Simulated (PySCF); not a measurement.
Record of a relaxation.

C₇H₉BO₂.
Bonds: C1–B2, B2–C3, B2–C4, C4–C5, C5–C6 (double), C6–C7, C7–O8 (double), C7–O9, O9–C10, C4–C10 (double). Hydrogens: H11, H12, H13 on C1; H14, H15, H16 on C3; H17 on C5; H18 on C6; H19 on C10.

Method: PySCF, PBE0-D3(BJ)/def2-SVP geometry optimisation, gas phase; density fitting, grid level 1; the optimiser is geomeTRIC in internal coordinates, started from a GFN2-xTB structure. The frame can shift and turn from step to step; on so coarse a grid that alone can change the energy by a few meV, and forces under 0.02 eV/Å are noise.

Step 0: E = -12153.7059 eV, largest atomic force 1.090 eV/Å
```
atom  x, y, z in Å  |  force x, y, z in eV/Å
C1     -1.865   -1.704   -0.075    0.056   0.422   0.159
B2     -1.207   -0.316    0.282   -0.022  -0.129  -0.047
C3     -2.022    0.804    1.032    0.125  -0.421  -0.217
C4      0.279   -0.034   -0.112   -0.047   0.121   0.069
C5      0.946    1.206    0.180    0.045  -0.252  -0.122
C6      2.232    1.413   -0.175   -0.062  -0.162  -0.045
C7      2.997    0.398   -0.863    1.011   0.357  -0.198
O8      4.143    0.477   -1.224   -0.505  -0.122   0.123
O9      2.314   -0.781   -1.124   -0.312  -0.096   0.068
C10     1.050   -0.951   -0.761   -0.083  -0.072  -0.002
H11    -1.318   -2.530    0.379    0.302  -0.381   0.194
H12    -1.847   -1.886   -1.149    0.056  -0.082  -0.514
H13    -2.899   -1.786    0.248   -0.417  -0.001   0.143
H14    -2.068    1.717    0.440    0.046   0.440  -0.277
H15    -1.538    1.079    1.969    0.284   0.154   0.410
H16    -3.043    0.518    1.267   -0.413  -0.160   0.074
H17     0.397    1.981    0.693   -0.208   0.405   0.241
H18     2.754    2.333    0.032    0.244   0.376   0.073
H19     0.685   -1.929   -1.046   -0.100  -0.397  -0.132
```

Step 1: E = -12153.7551 eV, largest atomic force 0.206 eV/Å
```
atom  x, y, z in Å  |  force x, y, z in eV/Å
C1     -2.185   -1.939   -0.244   -0.025  -0.083  -0.021
B2     -1.531   -0.551    0.123    0.048   0.063   0.015
C3     -2.347    0.578    0.857   -0.054   0.048   0.043
C4     -0.037   -0.268   -0.239   -0.057  -0.071  -0.017
C5      0.654    0.965    0.046   -0.075   0.046   0.047
C6      1.954    1.155   -0.291    0.075   0.093   0.009
C7      2.721    0.120   -0.950   -0.148  -0.140   0.030
O8      3.865    0.136   -1.292    0.114   0.062  -0.038
O9      1.990   -1.059   -1.202    0.005  -0.010  -0.019
C10     0.720   -1.215   -0.867    0.090   0.030  -0.012
H11    -1.628   -2.778    0.210   -0.008   0.029  -0.013
H12    -2.155   -2.118   -1.334    0.009   0.017   0.028
H13    -3.233   -2.026    0.076    0.009   0.010   0.000
H14    -2.374    1.501    0.249    0.018  -0.034   0.004
H15    -1.852    0.867    1.802   -0.001  -0.014  -0.034
H16    -3.384    0.300    1.092    0.000   0.000  -0.004
H17     0.110    1.771    0.550    0.032  -0.032  -0.032
H18     2.488    2.083   -0.083   -0.022  -0.033  -0.003
H19     0.350   -2.203   -1.156   -0.010   0.021   0.013
```

Step 2: E = -12153.7558 eV, largest atomic force 0.113 eV/Å
```
atom  x, y, z in Å  |  force x, y, z in eV/Å
C1     -2.188   -1.939   -0.243   -0.004  -0.023  -0.003
B2     -1.529   -0.553    0.125   -0.002   0.002   0.004
C3     -2.347    0.578    0.857   -0.011   0.009   0.011
C4     -0.035   -0.274   -0.237   -0.004  -0.023  -0.002
C5      0.653    0.962    0.049    0.023   0.025  -0.005
C6      1.953    1.154   -0.288   -0.061  -0.026   0.023
C7      2.720    0.119   -0.951   -0.038   0.045  -0.001
O8      3.862    0.157   -1.299    0.027  -0.075  -0.033
O9      1.995   -1.063   -1.206    0.081   0.076   0.020
C10     0.727   -1.218   -0.866   -0.036  -0.007   0.001
H11    -1.634   -2.779    0.212    0.003   0.003  -0.002
H12    -2.156   -2.117   -1.332    0.005   0.006   0.000
H13    -3.237   -2.021    0.076    0.003   0.004   0.000
H14    -2.367    1.499    0.246    0.007  -0.002  -0.005
H15    -1.852    0.867    1.801    0.003  -0.001  -0.003
H16    -3.386    0.304    1.088    0.007  -0.003  -0.006
H17     0.108    1.766    0.551    0.001   0.001  -0.003
H18     2.485    2.083   -0.082    0.005  -0.009  -0.001
H19     0.355   -2.206   -1.154   -0.010  -0.002   0.004
```

Step 3: E = -12153.7561 eV, largest atomic force 0.054 eV/Å
```
atom  x, y, z in Å  |  force x, y, z in eV/Å
C1     -2.185   -1.940   -0.243   -0.003   0.005   0.008
B2     -1.530   -0.552    0.127   -0.005  -0.006  -0.001
C3     -2.350    0.578    0.857   -0.003  -0.011  -0.002
C4     -0.036   -0.272   -0.234    0.015   0.010   0.004
C5      0.652    0.964    0.052    0.035  -0.029  -0.030
C6      1.952    1.152   -0.288    0.013   0.014   0.009
C7      2.719    0.120   -0.954   -0.018  -0.028  -0.021
O8      3.861    0.148   -1.308   -0.018   0.022   0.017
O9      1.994   -1.061   -1.206   -0.004   0.033   0.026
C10     0.726   -1.216   -0.863   -0.028  -0.030  -0.013
H11    -1.629   -2.779    0.211    0.004  -0.004   0.003
H12    -2.149   -2.115   -1.333    0.001   0.003  -0.007
H13    -3.235   -2.025    0.073   -0.001   0.000   0.000
H14    -2.367    1.498    0.245    0.002   0.006  -0.006
H15    -1.856    0.868    1.802    0.003   0.002   0.006
H16    -3.389    0.305    1.087    0.003  -0.001  -0.003
H17     0.110    1.769    0.553   -0.003   0.010   0.007
H18     2.486    2.080   -0.081    0.009   0.012   0.004
H19     0.353   -2.203   -1.149   -0.002  -0.006   0.000
```

Step 4: E = -12153.7562 eV, largest atomic force 0.041 eV/Å
```
atom  x, y, z in Å  |  force x, y, z in eV/Å
C1     -2.185   -1.941   -0.243   -0.002   0.003   0.006
B2     -1.531   -0.553    0.128    0.002   0.007   0.001
C3     -2.349    0.579    0.857   -0.005  -0.007  -0.002
C4     -0.036   -0.273   -0.234    0.008  -0.001  -0.004
C5      0.654    0.962    0.051   -0.020   0.023   0.014
C6      1.953    1.155   -0.287   -0.006  -0.037  -0.017
C7      2.717    0.122   -0.955    0.017  -0.026  -0.001
O8      3.858    0.149   -1.309   -0.002   0.017  -0.001
O9      1.991   -1.059   -1.204   -0.004  -0.013  -0.004
C10     0.723   -1.218   -0.863    0.015   0.028   0.003
H11    -1.628   -2.780    0.211    0.000  -0.001   0.001
H12    -2.149   -2.115   -1.333   -0.002   0.002  -0.002
H13    -3.234   -2.026    0.073    0.000  -0.001   0.000
H14    -2.364    1.498    0.243    0.001   0.001  -0.002
H15    -1.855    0.869    1.801    0.000   0.000   0.001
H16    -3.388    0.306    1.085   -0.001   0.001   0.000
H17     0.111    1.767    0.553   -0.006   0.003   0.006
H18     2.488    2.083   -0.078   -0.003   0.000   0.000
H19     0.351   -2.206   -1.149    0.009   0.001  -0.002
```

Step 5: E = -12153.7563 eV, largest atomic force under 0.02 eV/Å
```
atom  x, y, z in Å  |  force x, y, z in eV/Å
C1     -2.185   -1.941   -0.242    0.001  -0.001   0.003
B2     -1.530   -0.553    0.128   -0.001   0.000   0.000
C3     -2.349    0.578    0.856   -0.001  -0.001  -0.001
C4     -0.036   -0.273   -0.234    0.000  -0.002  -0.002
C5      0.653    0.963    0.051   -0.003   0.005   0.002
C6      1.953    1.154   -0.287   -0.003  -0.004  -0.004
C7      2.717    0.121   -0.956    0.001  -0.016   0.006
O8      3.859    0.151   -1.309    0.001   0.005  -0.006
O9      1.992   -1.059   -1.205    0.007  -0.001  -0.002
C10     0.725   -1.217   -0.864   -0.002   0.013   0.003
H11    -1.629   -2.780    0.212    0.000  -0.001  -0.001
H12    -2.150   -2.115   -1.332   -0.001   0.001  -0.001
H13    -3.235   -2.025    0.074    0.000  -0.001   0.000
H14    -2.365    1.498    0.243    0.001   0.000   0.000
H15    -1.856    0.868    1.801   -0.001   0.000   0.000
H16    -3.389    0.305    1.085    0.000   0.001   0.000
H17     0.110    1.768    0.554   -0.001  -0.002   0.002
H18     2.487    2.081   -0.079   -0.001   0.001   0.000
H19     0.352   -2.205   -1.149    0.004   0.001   0.000
```

**Question.** Summarise the path.

**Answer.** The energy falls by 1.16 kcal/mol from step 0 to step 5; nine tenths of that is first reached at step 1. It falls at every step. The largest force goes from 1.090 to under 0.02 eV/Å. Among the bonds C7–O9 changes most, from 1.387 to 1.408 Å; the atoms move by 0.024 Å rms after alignment.

**Question.** Follow the three bonds and two angles with the largest change from start to end.

**Answer.** 
```tsv
step	E above end (kcal/mol)	largest force (eV/Å)	C7–O9 (Å)	C3–H14 (Å)	C1–H12 (Å)	C6–C7–O8 (°)	C7–O9–C10 (°)
0	1.16	1.090	1.387	1.090	1.089	126.9	121.8
1	0.03	0.206	1.410	1.106	1.105	129.0	123.4
2	0.01	0.113	1.409	1.105	1.104	128.1	123.0
3	0.00	0.054	1.408	1.105	1.104	128.7	123.1
4	0.00	0.041	1.408	1.105	1.104	128.6	123.3
5	0.00	under 0.02	1.408	1.105	1.104	128.5	123.2
```

What follows is the cost of the whole optimisation. The run took 70 s wall on an x86-64 server with one thread, on a shared host.
